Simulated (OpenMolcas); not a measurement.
A calculation on O+.

```
Program             : OpenMolcas 26.06
Method              : RASSCF
Basis               : ANO-RCC-VTZP [4s3p2d1f]
Scalar Hamiltonian  : DKH2, point nucleus
Active space        : 5 electrons in 9 orbitals (RAS2 2s 2p; RAS3 3d, at most 2 electrons)
State averaging     : 2S+1 = 4 odd, 1 root; 2S+1 = 2 odd, 8 roots; 2S+1 = 4 even, 3 roots; 2S+1 = 2 even, 9 roots
Spin-orbit coupling : RASSI with atomic mean-field integrals over the reference wave functions, term energies averaged over their components
```

(1) Which level of the active space comes out lowest?

(2) How high does 2s 2p4 4P 3/2 lie?

(3) How high does 2s 2p4 2P 1/2 lie?

(4) How high does 2s2 2p3 2P* 3/2 lie?

Measured values: NIST Handbook of Basic Atomic Spectroscopic Data.

Answers

(1) 2s2 2p3 4S* 3/2, with 100 % of that term; it is also the measured ground level.

(2) 122720 cm-1 above the lowest level; measured 120000 cm-1 above the ground level, so the calculation is off by +2 %.

(3) 223530 cm-1 above the lowest level; measured 212762 cm-1 above the ground level, so the calculation is off by +5 %.

(4) 44395 cm-1 above the lowest level; measured 40468 cm-1 above the ground level, so the calculation is off by +10 %.

Without dynamic correlation excited terms often stand tens of per cent too high (terms of higher spin than the ground term too low), and those without a measured partner can miss by more than the paired ones. Active for correlation alone: 3d; no level in the range computed is led by a configuration that fills it, so any true level of that kind is missing. Computed and measured levels are paired by configuration, term and J; levels that our copy of the source lacks, or whose pairing is in doubt (as where it misses far off the trend of its configuration), stay unpaired and out of the deviations. Only configurations of the active space appear.

* marks odd parity.
